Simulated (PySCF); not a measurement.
# S²⁺ (sulfur, charge +2) across methods

[Ne] 3s1 3p2 4s1, high-spin 5P determinant (an excited configuration). All numbers are calculated (PySCF 2.14, the spin-free X2C one-electron Hamiltonian (Gaussian nucleus), in aug-cc-pCVTZ-DK).

| method | E (hartree) | mean ε 3s α (eV) | mean ε 3p α (eV) | mean ε 4s α (eV) | Σ⟨r²⟩ (bohr²) | ⟨S²⟩ |
| --- | --- | --- | --- | --- | --- | --- |
| MN15 | -397.0712 | -49.154 | -37.030 | -15.456 | 26.99 | 6.000 |
| PBE0 | -396.8654 | -49.113 | -36.417 | -15.232 | 26.92 | 6.000 |
| BLYP | -397.0118 | -46.282 | -34.342 | -14.454 | 26.79 | 6.000 |
| r2SCAN | -396.9796 | -47.621 | -35.307 | -14.631 | 27.22 | 6.000 |
| HSE06 | -396.8850 | -48.681 | -35.988 | -14.907 | 26.87 | 6.000 |
| LDA | -395.5993 | -46.522 | -34.583 | -14.823 | 26.65 | 6.000 |
| UHF | -396.50856 | -56.006 | -41.097 | -16.602 | 27.64 | 6.000 |
| r2SCAN0 | -396.9777 | -49.789 | -36.833 | -15.212 | 27.19 | 6.000 |
| PBE | -396.8342 | -46.625 | -34.680 | -14.666 | 26.75 | 6.000 |

The outer electron is Rydberg-like, and this basis confines it to a smaller radius and binds it less than a complete one would.
